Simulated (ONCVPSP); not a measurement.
**carbon (C): variants of one ONCV potential**

Base potential:

C, optimised norm-conserving Vanderbilt (ONCV), made with ONCVPSP 4.0.1 (PBE, scalar-relativistic). Core [He], reference 2s2 2p1.5 (charge +0.5). Waves: 2s: rc 1.00 bohr, ncon 4, nbas 7, qcut 8.5 1/bohr, 3 projectors, debl 3.5 Ha; 2p: rc 2.45 bohr, ncon 4, nbas 8, qcut 6 1/bohr, 3 projectors, debl 2.8 Ha. Local part: polynomial inside 0.70 bohr (lpopt 3, dvloc0 -1 Ha). Core correction: Teter function fitted to the true core (icmod 2), fcfact 0.6.

Cutoffs, loose and tight: the cutoffs (Ha) at which the residual kinetic energy of the hardest occupied pseudo-wave falls to 1 and 0.1 mHa per electron. They do not see the model core or the augmentation charge, which bear on the density cutoff. Test errors are all-electron minus pseudo excitation energies from the reference, over the configurations 2s2 2p2; 2s2 2p1; 2s2 2p0; 2s1 2p0. A dash means not determined; rows that change the core or the reference have their own tests.

A true bound ghost makes a file unfit for plane-wave use even where its test errors are small: the radial tests pick states by their node count and pass the ghost by.

```csv
change,outcome,"cutoff, loose","cutoff, tight",bound ghosts,GHOST(+) flags above zero,largest test error (meV)
base,generated,22 Ha,28 Ha,s,p,+931
"core correction Teter function fitted to the true core (icmod 2), fcfact 0.12",generated,22 Ha,28 Ha,s,p,+958
"local potential polynomial inside 0.70 bohr (lpopt 3, dvloc0 5 Ha)",generated,22 Ha,28 Ha,s,none,+931
functional PW91,generated,22 Ha,28 Ha,s,p,+914
```

(1) What comes out with this change to the base: reference 2s2; wave 2p: rc 2.45 bohr, ncon 4, nbas 8, qcut 6 1/bohr, 3 projectors, debl 2.8 Ha becomes p scattering state at 0.04 Ha: rc 2.45 bohr, ncon 4, nbas 8, qcut 6 1/bohr, 3 projectors, debl 2.8 Ha?

## Answers

(1) outcome: generated, projector energies reset by the program; cutoff, loose: 23 Ha; cutoff, tight: 29 Ha; bound ghosts: s; GHOST(+) flags above zero: none; largest test error (meV): +688.
